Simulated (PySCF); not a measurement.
silylarsine (AsH5Si), SMILES [SiH3][AsH2]. Atoms are numbered in the order given.

```xyz
7

Si    -1.5768     0.0049     0.0000
As     0.8061    -0.0618     0.0000
H     -2.0636    -0.7186     1.2149
H     -2.0636    -0.7186    -1.2149
H     -2.1411     1.3892     0.0000
H      0.8721     1.0098     1.0994
H      0.8721     1.0098    -1.0994
```

Geometry optimised at PBE-D3(BJ)/def2-TZVP.

Method: TDA-ωB97X/def2-SVPD (PySCF).

Vertical excitations. Gas-phase values at a fixed geometry. State labels are in the subgroup Cs.

Computed lowest excited states:
```csv
state,symmetry,energy (eV),λ (nm),f,main pairs
S1,A",6.60,188,0.019,HOMO→LUMO+2 91 %
S2,A',6.70,185,0.077,"HOMO→LUMO+1 72 %, HOMO→LUMO 22 %"
S3,A',7.01,177,0.346,"HOMO→LUMO 59 %, HOMO→LUMO+1 21 %"
S4,A',7.77,160,0.006,HOMO→LUMO+3 82 %
S5,A",7.78,159,0.004,HOMO→LUMO+4 81 %
S6,A',8.04,154,0.026,"HOMO−1→LUMO 59 %, HOMO−1→LUMO+1 23 %"
S7,A',8.18,152,0.404,"HOMO−1→LUMO+1 67 %, HOMO−1→LUMO 13 %"
S8,A",8.25,150,0.065,"HOMO−1→LUMO+2 60 %, HOMO−2→LUMO 14 %"
S9,A",8.73,142,0.001,"HOMO−2→LUMO+1 31 %, HOMO−1→LUMO+4 30 %, HOMO−2→LUMO 14 %, HOMO−1→LUMO+2 9 %"
S10,A',8.81,141,0.015,"HOMO→LUMO+5 54 %, HOMO−1→LUMO+3 19 %"
T1,A',5.68,218,0,"HOMO→LUMO 72 %, HOMO→LUMO+5 12 %"
T2,A",5.82,213,0,HOMO→LUMO+2 91 %
T3,A',6.42,193,0,HOMO→LUMO+1 86 %
T4,A",7.18,173,0,"HOMO−1→LUMO+2 62 %, HOMO→LUMO+4 18 %"
```
Triplets are in the Tamm–Dancoff approximation.
